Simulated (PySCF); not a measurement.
Molecule: `C#C[SiH2]B(O)O`, C2H5BO2Si.

Atom-mapped SMILES (the numbers label the heavy atoms): `[CH:1]#[C:2][SiH2:3][B:4]([OH:5])[OH:6]`; H(Xn) means a hydrogen on atom n.

Geometry PBE0-D3(BJ)/def2-SVP throughout; GIAO in PySCF, gas phase, one conformer, non-relativistic; equivalent atoms averaged; functional PBE0.

Question: How do the absolute shieldings σ depend on the basis set? (ppm; last column core-seconds on 1 thread of an Arm Neoverse V1, shared host)

Answer: 
```
    basis set  functions     C1     C2    Si3     B4  O5/O6  H(O5)/H(O6)  H(C1)  H(Si3)  core-s
       STO-3G         39  153.2  167.4  603.8  100.0  262.2        29.42  30.17   30.54     2.8
        6-31G         68  103.9  123.3  518.0   87.7  193.1        29.48  30.07   28.66     5.4
     pcSseg-0         68   83.8  108.0  493.0   74.7  189.5        29.71  30.58   28.47     4.6
       6-31G*         98  101.3  121.8  492.2   86.6  203.9        28.84  29.78   27.71     7.2
     def2-SVP        113   98.0  116.5  509.2   81.1  210.0        28.09  29.41   27.34     7.8
      cc-pVDZ        113   99.8  119.3  508.0   84.1  207.4        28.23  29.25   27.28     8.8
  aug-cc-pVDZ        187  101.5  117.0  504.3   80.4  204.2        28.28  29.26   27.18      18
6-311+G(2d,p)        200   84.6  103.6  444.2   73.4  190.3        28.57  29.34   27.13      18
    def2-TZVP        222   84.7  103.0  431.6   73.7  191.1        28.49  29.41   27.14      22
      cc-pVTZ        254   85.2  105.1  454.8   74.3  192.6        27.98  29.30   27.17      26
     IGLO-III        269   79.4   98.1  446.5   68.9  186.7        28.24  29.28   27.11      27
```

Question: Which nucleus moves most, in ppm?

Answer: Si3 (silicon bonded to C, B, 2 H): from 431.6 ppm with def2-TZVP to 603.8 ppm with STO-3G. The smallest spread is 1.33 ppm, at H(C1). Proton shifts span only some 12 ppm, so a few tenths of a ppm matter as much there as several ppm in carbon.

Question: Taking the largest basis, IGLO-III (269 functions), as the yardstick, rank the others by their worst heavy-atom deviation.

Answer: 6-311+G(2d,p) 5.5 ppm (200 functions), cc-pVTZ 8.3 ppm (254 functions), def2-TZVP 14.9 ppm (222 functions), 6-31G* 45.7 ppm (98 functions), pcSseg-0 46.5 ppm (68 functions), aug-cc-pVDZ 57.8 ppm (187 functions), cc-pVDZ 61.5 ppm (113 functions), def2-SVP 62.7 ppm (113 functions), 6-31G 71.4 ppm (68 functions), STO-3G 157.3 ppm (39 functions).

A small basis that lands close on one nucleus may do so by chance; judge by the trend and by all nuclei.
